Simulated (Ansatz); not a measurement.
Two isomers of C2H8GeSi: A = `C=[CH][GeH2][SiH3]`, B = `C1[CH2][GeH2][SiH2]1`.

Program: Ansatz. Geometries: PBE0-D4/def2-TZVP. ΔE: electronic, gas phase. CCSD(T)/CBS is the MP2 limit (def2-TZVPP, def2-QZVPP) plus CCSD(T) − MP2 in def2-TZVPP, frozen cores. DFT in def2-TZVPP. For Ge outer-core shells are correlated without core-valence functions, which leaves a few kJ/mol of doubt a bond. Scalar relativity is left out up to krypton. Each species was taken in one conformer, which may not be the lowest.

Question: Which isomer does CCSD(T)/CBS put lower? Give the gap. (An estimate is asked.)

Answer: The calculation gave: B, by 8.8 kcal/mol.

Question: Give E(B) − E(A) in kcal/mol with MP2/def2-TZVPP, B2PLYP, CCSD/def2-TZVPP, r2SCAN-D4, PBE0-D4, ωB97M-V, HF/def2-TZVPP. (Estimate.)

Answer: The calculation gave: MP2/def2-TZVPP -10.9, B2PLYP -6.7, CCSD/def2-TZVPP -7.4, r2SCAN-D4 -10.0, PBE0-D4 -12.4, ωB97M-V -9.9, HF/def2-TZVPP -0.8. None reverses the order clearly.

Largest T1 diagnostic: 0.012.

In def2-TZVPP, CCSD(T) changes the Hartree–Fock value by −7.0 kcal/mol (the triples alone add −0.4 kcal/mol) and MP2 by −10.1 kcal/mol. The D4 term adds −1.2 kcal/mol with B3LYP and −0.5 kcal/mol with PBE0; it sums over pairs of atoms, weighted by their polarisabilities, and B3LYP, whose exchange is more repulsive, gets the larger term.

B3LYP here is the variant with VWN-RPA as its local correlation; programs differ in this.
